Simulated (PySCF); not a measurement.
Two species compared at the same levels of theory.

First species: C8H7Cl.
InChI=1S/C8H7Cl/c9-8-6-4-2-1-3-5-7-8/h1-7H/b2-1-,3-1?,4-2?,5-3-,6-4-,7-5?,8-6?,8-7+

Second species: Ethanethial, C₂H₄S.
SMILES: `CC=S`

Levels: PBE0/def2-SVPD for dipole moment, HOMO energy, LUMO energy, HOMO–LUMO gap, static isotropic polarisability and electronic spatial extent ⟨r²⟩ about the centre of nuclear charge; TDDFT PBE0/def2-SVPD for lowest singlet excitation; TDA PBE0/def2-SVPD for lowest triplet excitation (Tamm–Dancoff); GFN2-xTB for rotational constant A and rotational constant C. Geometries: GFN2-xTB. All species are isolated and taken at one optimised geometry, non-relativistic unless stated; the electronic structure was computed with PySCF and density fitting.

**Question.** Which of the two has the higher ⟨r²⟩, and by how much?

**Answer.** The first: 1354 bohr² against 261 bohr², a difference of 1093 bohr².

**Question.** Which has the higher rotational constant C?

**Answer.** The second: 5.406 GHz against 0.857 GHz, a difference of 4.549 GHz.

**Question.** Which has the higher LUMO energy?

**Answer.** The first: -1.45 eV against -2.22 eV, a difference of 0.77 eV.

**Question.** Which of the two has the higher dipole moment, and by how much?

**Answer.** The second: 2.61 D against 1.96 D, a difference of 0.65 D.

**Question.** Which of the two has the higher T1 energy, and by how much?

**Answer.** The first: 2.99 eV against 1.95 eV, a difference of 1.04 eV.

**Question.** Which has the higher HOMO–LUMO gap?

**Answer.** The first: 5.15 eV against 4.32 eV, a difference of 0.83 eV.

**Question.** Which has the higher S1 energy?

**Answer.** The first: 3.90 eV against 2.48 eV, a difference of 1.42 eV.

**Question.** Which has the higher rotational constant A?

**Answer.** The second: 48.358 GHz against 2.512 GHz, a difference of 45.846 GHz.

On the first: The polarisability is 15.59 Å³ as a volume (1 au = 0.148185 Å³), or 1.46 au for each of the 72 electrons. No computed singlet falls in the visible range (750 to 380 nm, 1.65 to 3.26 eV); S1 lies 0.64 eV above its blue end.

On the second: The vertical singlet–triplet gap S1 − T1 is 0.53 eV (TDDFT singlet less Tamm–Dancoff triplet; S1: HOMO→LUMO, weight 1.00; T1: HOMO→LUMO, weight 0.99). The 8 singlets span 2.48 to 7.40 eV, and their oscillator strengths add up to 0.50.

One conformer stands for the species.
